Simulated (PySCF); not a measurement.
# A run with a changed setting

The sound run of [Gd(H2O)2]3+ (singlet in the valence; each metal's 4f electrons, 7 of them, lie in its core potential, out of spins and levels) uses PySCF 2.14.0, RKS BP86, Gd lcecp-1-SVP with ECP53, O def2-SVP, H def2-SVP; non-relativistic Hamiltonian with scalar-relativistic core potentials where named; density fitting; no spin-orbit coupling, grid (50, 194), threshold 1e-8 and 55 cycles at the relaxed geometry. This run, with dm0 from free metal ions and neutral atoms, differs:

```python
mol = gto.M(atom='''
Gd     1.09272    -0.07542     0.00302
O     -0.17140     0.06289     1.85262
H      0.08672     0.43835     2.75058
H     -1.11225    -0.25658     2.01189
O     -0.16770    -0.03736    -1.85408
H      0.07912    -0.35682    -2.77666
H     -1.09912     0.31917    -1.98737''',
    basis={'Gd': 'lcecp-1-SVP', 'O': 'def2-SVP', 'H': 'def2-SVP'},
    ecp={'Gd': 'lcecp-1-SVP'},
    charge=3, spin=0)
mf = dft.RKS(mol, xc='B88,P86')
mf.grids.atom_grid = (10, 14)  # f atoms: unpruned
mf = mf.density_fit()  # fitting sets: Gd AutoAux, O def2-universal-JKFIT, H def2-universal-JKFIT
mf.conv_tol = 1e-08; mf.max_cycle = 55
mf.kernel(dm0)
mf.nuc_grad_method().kernel()
```

Question: What was changed, and how did it end?

Answer: The integration grid was changed. It converged in 11 cycles, -3.091 eV from the sound run, largest force component 1.86 eV/Å. These settings are unsound on purpose: the numbers aren't the compound's.
```
init E= -178.557027496887
cycle= 1 E= -185.074105574478  delta_E= -6.52  |g|= 3.56  |ddm|= 2.99
cycle= 2 E= -164.799584566173  delta_E= 20.3  |g|= 6.51  |ddm|=  8.1
cycle= 3 E= -187.204889918409  delta_E= -22.4  |g|= 1.11  |ddm|= 7.89
cycle= 4 E= -187.592926077915  delta_E= -0.388  |g|= 0.306  |ddm|= 2.12
cycle= 5 E= -187.614401633993  delta_E= -0.0215  |g|= 0.0508  |ddm|= 0.359
...
cycle= 9 E= -187.615032336866  delta_E= -1.6e-06  |g|= 0.000346  |ddm|= 0.00191
cycle= 10 E= -187.615032363564  delta_E= -2.67e-08  |g|= 5.83e-05  |ddm|= 0.000337
cycle= 11 E= -187.615032364233  delta_E= -6.69e-10  |g|= 9.7e-06  |ddm|= 4.79e-05
Extra cycle  E= -187.615032364214  delta_E= 1.88e-11  |g|= 1.46e-05  |ddm|= 1.53e-05
converged SCF energy = -187.615032364214
```

Run from Python with OMP_NUM_THREADS=2; the lines above give its settings. Where DIIS fails, smearing, a level shift and second-order steps follow.
It took 1.8 s on 2 threads of Intel(R) Xeon(R) 6975P-C (Granite Rapids), on a shared host.

An lcecp potential fixes the number of 4f electrons, so in runs with it no electron can move into or out of that shell.
